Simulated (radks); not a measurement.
All-electron atom: Ar X in [He] 2s2 2p5.

Calculated with a radial shooting solver on a logarithmic mesh with Libxc functionals: non-relativistic Kohn-Sham, PBE, spin-polarised, spherical densities, point nucleus; open shells are filled with parallel spins first.

Energy parts (eV):
total: -13350.057
kinetic: 13341.125
electron-nucleus: -29552.223
Hartree: 3525.224
exchange-correlation: -664.183

Orbitals (lengths in bohr, moments of r in powers of bohr; r(90%) holds 90 % of the orbital's charge):
\begin{tabular}{lrrr}
orbital & occ. & eigenvalue (eV) & r(90%) \\ \hline
1s up & 1 & -3360.089 & 0.154 \\
1s down & 1 & -3357.637 & 0.153 \\
2s up & 1 & -516.4840 & 0.622 \\
2s down & 1 & -512.0261 & 0.625 \\
2p up & 3 & -456.3143 & 0.587 \\
2p down & 2 & -451.1582 & 0.591 \\
\end{tabular}

The highest occupied level is 2p down at -451.16 eV. The spin density at the nucleus is -0.407 e/bohr^3 (1s -1.797, 2s 1.390), a Fermi contact field of -21.3 T. The electron density at the nucleus is 3842 e/bohr^3. For comparison, the ionisation energy in NIST's Atomic Spectra Database is 479.8 eV (semi-empirical). In exact Kohn-Sham theory the highest level is minus the ionisation energy, but local and semilocal functionals leave it too shallow, through self-interaction and a potential that decays too fast; potentials with the right tail come closer.
